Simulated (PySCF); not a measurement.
Species: alpha-isopropyl-beta-propiolactone, C6H10O2.
Z-matrix (Å and degrees, GFN2-xTB geometry), rows numbered from 1:
```
C 
C   1  1.5265
C   2  1.5273  1  111.00
C   2  1.5291  1  109.36  3   121.94
C   4  1.5381  2  118.22  1   165.69
O   5  1.4393  4   90.36  2  -116.54
C   6  1.3568  5   92.60  4     0.86
O   7  1.1883  4  136.57  2   -60.42
H   1  1.0879  2  110.37  3   -57.70
H   1  1.0867  2  110.42  3  -177.63
H   1  1.0871  2  110.34  3    62.10
H   2  1.0961  1  108.77  3  -119.88
H   3  1.0871  2  110.08  1   -60.13
H   3  1.0879  2  110.38  1    59.41
H   3  1.0876  2  111.09  1   179.75
H   4  1.0911  2  110.25  1   -60.41
H   5  1.0902  4  116.78  2   129.51
H   5  1.0905  4  115.78  2    -3.21
```

Probes without a nucleus sit at each ring's centroid and 1 Å off its mean plane on both sides; NICS is minus the shielding there, NICSzz its component along the normal. Level: GIAO PBE0/pcSseg-1 (PySCF, non-relativistic, gas phase) on the GFN2-xTB geometry, one conformer.

Ring bond lengths (Å), with Mayer bond orders in brackets: C4–C5 1.538 (0.99), C5–O6 1.439 (0.89), O6–C7 1.357 (1.08), C7–C4 1.522 (0.94).

Q: Give the NICS values of each ring in ppm.

A: 
```
       ring                                             type  NICS(0)  NICS(1), two faces  NICS(1)zz, two faces  rms pucker (Å)  centre to ring atoms, mean (Å)
C4–C5–O6–C7  4-membered ring with O; formal bonds all single     -2.7         -1.6 / -1.9            0.5 / -1.5            0.01                            1.03
```

Q: What do they say, and how far can they be read as aromaticity?

A: 
- C4–C5–O6–C7: mean NICS(1)zz -0.5 ppm, near zero. C4, C5 have four or more neighbours, and the NICS criterion for π rings isn't applied.

Q: What is the mean of the two in-plane components of NICS at the first NICS(1) probe listed for ring C4–C5–O6–C7, 1 Å off the ring?

A: The isotropic value is a third of the trace: (3 × -1.6 − (0.5))/2 = -2.7 ppm.

Q: What are the shieldings of the ring atoms and their hydrogens in the same run (means over atoms taken as equivalent)?

A: 
```tsv
atoms	environment	σ isotropic (ppm)
C4	sp3 carbon next to a carbonyl	123.5
C5	sp3 carbon bound to oxygen	121.0
O6	ester single-bonded oxygen	59.2
C7	ester carbonyl carbon	10.8
H16	methine hydrogen	28.74
H17	methylene hydrogen	27.39
H18	methylene hydrogen	27.75
```
